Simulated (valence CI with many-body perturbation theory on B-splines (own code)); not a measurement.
Values are calculated unless marked as measured or tabulated.
Ge25+: what the settings do

Method: configuration interaction combined with many-body perturbation theory (CI+MBPT): five valence electrons over a frozen Dirac-Fock core [He], a basis of 6 s, 6 p, 5 d, 3 f, 1 g functions for each j, with the one-electron correlation potential Σ1 (screened to all orders), the two-electron term Σ2, the three-electron term Σ3, Breit, model QED; selected single and double excitations, second order for the rest, scaled by the run's own slope (own B-spline code, finite nucleus).

No measured levels were compared; by estimate levels of excited configurations hold to 0.05 to 0.15 % of their energy, terms of the ground configuration to about 0.5 %. Among the levels kept, up to 4000 cm⁻¹ of a level comes from second order outside the variational space, and about a tenth of that is noise between levels of different J, which matters for small intervals.

The reference run has the lowest level 2s2 2p3 4S°_3/2 and an ionisation energy of 2574.27 eV. Its largest variational space holds 12597 state functions.

Names give the largest LS component (configuration and term), which can be under half, so a name can repeat, a term be missing and a line seem to break the LS rules; names also repeat where a configuration has a term twice.

Changed runs:
A. box radius (bohr) 2.2449 → 3.69
B. scale of Σ1 1 → 0
C. averaging of valence orbitals over low configurations on → off
D. Davidson tolerance 2e-05 → 0.03 (bad on purpose)

Excitation energies of the reference run in cm⁻¹, and shifts in cm⁻¹:

| Level | Reference | A | B | C | D |
| --- | --- | --- | --- | --- | --- |
| 2s2 2p3 2D°_3/2 | 233854 | -0.6 | -154 | +9.5 | -0.1 |
| 2s2 2p3 2D°_5/2 | 313813 | -0.6 | -192 | +9.4 | 0 |
| 2s2 2p3 2P°_1/2 | 426856 | -0.7 | -178 | +23 | +0.4 |
| 2s2 2p3 2P°_3/2 | 630009 | -1.6 | -375 | +19 | 0 |
| 2s 2p4 4P_5/2 | 1081670 | 0 | +1244 | +48 | 0 |
| 2s 2p4 4P_3/2 | 1248930 | -0.4 | +1131 | +49 | +0.1 |
| 2s 2p4 4P_1/2 | 1272590 | -0.3 | +1147 | +55 | -0.1 |
| 2s 2p4 2D_3/2 | 1505180 | -0.3 | +1135 | +54 | +0.7 |
| 2s 2p4 2D_5/2 | 1570070 | -0.6 | +1060 | +58 | -0.3 |
| 2s 2p4 2S_1/2 | 1717800 | -0.6 | +1084 | +56 | +0.3 |
| 2s 2p4 2P_3/2 | 1788880 | -0.6 | +1084 | +37 | +0.5 |
| 2s 2p4 2P_1/2 | 2039610 | -1.4 | +878 | +49 | -0.1 |
| Ionisation energy (eV) | 2574.27 | -0.00051 | -0.28 | -0.0025 | -3e-05 |
